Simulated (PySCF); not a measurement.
Vertical excitations of a molecule C3H5, multiplicity 2 from TDA-ωB97X/def2-SVPD (PySCF), as energy in eV (oscillator strength): 4.18 (0.006), 6.11 (0.000), 6.16 (0.000), 6.22 (0.468), 6.52 (0.002), 6.96 (0.034), 6.99 (0.000), 7.32 (0.000), 7.82 (0.001), 8.17 (0.000). Geometry: ωB97X-D3(BJ)/def2-TZVP. One conformer was computed; it need not be the lowest.

### Question
Pick the molecule that these values belong to.
(A) [CH]=CC
(B) C=[C]C
(C) [CH2]C=C

### Answer
C, [CH2]C=C
